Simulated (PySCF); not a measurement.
CHCl6Si2, SMILES Cl[Si](Cl)(Cl)[CH][Si](Cl)(Cl)Cl, doublet at its B3LYP/def2-SVP optimised geometry (Å):

```
10

Cl    -2.7265     0.9757     0.0000
Si    -2.0349    -0.9669     0.0000
Cl    -2.7068    -1.9095     1.7063
Cl    -2.7865    -1.9484    -1.6460
C     -0.1891    -0.9669     0.0000
Si     1.0038    -0.9533    -1.4084
Cl     0.2212     0.0130    -3.0487
Cl     1.4777    -2.8909    -1.9310
Cl     2.7265     0.0151    -0.8197
H      0.2736    -0.9757     0.9976
```

Calculation: PySCF with unrestricted B3LYP/def2-TZVP. Cells within 0.4 Å of a nucleus heavier than hydrogen are left out (blank, or x).

Map of the HOMO−1 amplitude (α) (bohr^(-3/2)) on the plane z = 0.0 Å; orbital energy -9.11 eV, overall sign arbitrary:

```
|222222222222222222222222222|
|222222222222222222222222222|
|222222222222222222222222222|
|222222222222222222222222222|
|222222222222222222222222222|
|222222222222222222222222222|
|222222222222222222222222222|
|222222222222222221111112222|
|222222222222222211111111222|
|222222222222222211111111222|
|22222xx22222222111000112222|
|222211x22222222111000122222|
|222211122222222111012443222|
|222222222222222112247864322|
|222222222222112222479975322|
|2222222xx222xx2223468864322|
|2222212xx222xx2223455554322|
|222111112222222222333433222|
|222111112222222222222222222|
|221111112222222111112222222|
|221111112222222111111122222|
|222111112222222111111122222|
|222211122222222111111122222|
|222222222222222111111122222|
|222222222222222211111222222|
|222222222222222222122222222|
|222222222222222222222222222|
```
Scale: ten equal steps from -0.018 (start of '0') to 0.062 (end of '9'), in the order '0123456789'; x runs from -5.00 to 5.00, y from -5.00 (bottom) to 5.00 (top).
